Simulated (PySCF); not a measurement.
Species: C2H7BS.
Geometry (PBE0-D3(BJ)/def2-SVP, Å), atoms numbered from 1 in this order:
```
atom  x, y, z in Å
B1     2.316   -0.484   -0.364
S2     0.724   -1.085    0.073
C3    -0.353    0.397    0.127
C4    -1.761    0.015    0.533
H5     3.187   -1.312   -0.456
H6     2.506    0.692   -0.558
H7     0.090    1.111    0.837
H8    -0.337    0.861   -0.870
H9    -1.780   -0.448    1.531
H10   -2.406    0.907    0.562
H11   -2.204   -0.699   -0.178
```

Computed with PBE0-D3(BJ)/def2-SVP geometry optimisation, gas phase in PySCF.

Take the most abundant isotopes and a rigid rotor. The values belong to one conformer with, in the numbering `[BH2:1][S:2][CH2:3][CH3:4]`, H–B1–S2–C3 180° and 0°, B1–S2–C3–C4 -178°.

Q: Give the principal moments of inertia and the rotational constants in MHz.

A: Ia = 27.38, Ib = 155.76, Ic = 176.76 u·Å²; 505379 MHz·u·Å²/I gives A = 18458, B = 3245, C = 2859 MHz.

Q: Classify the top.

A: A near-prolate asymmetric top: κ = (2 × 3245 − 18458 − 2859)/(18458 − 2859) = -0.95.

Q: Is it planar, by Δ = Ic − Ia − Ib?

A: Not planar: Δ = Ic − Ia − Ib = -6.38 u·Å². For a rigid frame Δ = −2 Σ m c², so Σ m c² = 3.19 u·Å² lies off the ab plane: 3.19 from hydrogen and 0.01 from heavier atoms. The atom farthest from that plane is 0.91 Å away.

Q: Give the other two planar moments, Paa and Pbb, and the rms extents of the mass along the axes.

A: Paa = Σ m a² = (Ib + Ic − Ia)/2 = 152.57 and Pbb = Σ m b² = (Ia + Ic − Ib)/2 = 24.19 u·Å². With the mass M = 74.04 u, the rms extents √(P/M) along a, b and c are 1.44, 0.57, 0.21 Å.

Q: Where do the levels up to J = 5 lie, in MHz?

A: Above 0(0,0):
J = 1: 1(0,1) 6104, 1(1,1) 21317, 1(1,0) 21702
J = 2: 2(0,2) 18304, 2(1,2) 33139, 2(1,1) 34295, 2(2,1) 79934, 2(2,0) 79941
J = 3: 3(0,3) 36586, 3(1,3) 50867, 3(1,2) 53179, 3(2,2) 98245, 3(2,1) 98281, 3(3,1) 175278, 3(3,0) 175278
J = 4: 4(0,4) 60928, 4(1,4) 74497, 4(1,3) 78350, 4(2,3) 122654, 4(2,2) 122762, 4(3,2) 199706, 4(3,1) 199707, 4(4,1) 307533, 4(4,0) 307533
J = 5: 5(0,5) 91303, 5(1,5) 104021, 5(1,4) 109799, 5(2,4) 153156, 5(2,3) 153408, 5(3,3) 230249, 5(3,2) 230251, 5(4,2) 338067, 5(4,1) 338067, 5(5,1) 476704, 5(5,0) 476704
Those of J = 1 are B + C, A + C and A + B.

Q: Which lines would a microwave search look for?

A: The dipole components are |μa| = 1.70 D, |μb| = 0.86 D, |μc| = 0.01 D. The squared components, which scale the intensities, stand as 1.00 : 0.25 : 0.00 (a : b : c). Some of the stronger lines:

```
type  branch         J(Ka,Kc)    MHz  lower level (cm⁻¹)
   a       Q  1(1,0) ← 1(1,1)    385               0.711
   a       Q  2(1,1) ← 2(1,2)   1156               1.105
   a       R  1(0,1) ← 0(0,0)   6104               0.000
   a       R  2(1,2) ← 1(1,1)  11822               0.711
   a       R  2(0,2) ← 1(0,1)  12200               0.204
   a       R  2(1,1) ← 1(1,0)  12593               0.724
   b       Q  1(1,0) ← 1(0,1)  15598               0.204
   b       Q  2(1,1) ← 2(0,2)  15991               0.611
   b       R  1(1,1) ← 0(0,0)  21317               0.000
   b       R  2(1,2) ← 1(0,1)  27035               0.204
   b       Q  2(2,0) ← 2(1,1)  45646               1.144
   b       Q  2(2,1) ← 2(1,2)  46795               1.105
   b       R  2(2,1) ← 1(1,0)  58232               0.724
   b       R  2(2,0) ← 1(1,1)  58624               0.711
```

No frequency check. Constants of a rigid frame at the computed geometry: no zero-point averaging, no centrifugal distortion. A rigid rotor knows nothing of internal rotation, which can split or shift real lines. Quadrupole hyperfine structure (11B) is left out.

On Arm Neoverse V1, one thread, no GPU, shared host with 32 logical CPUs at a one-minute load of 9.8, this took 20 s of wall time and 0.39 GiB of memory at its peak. This is the geometry optimisation.
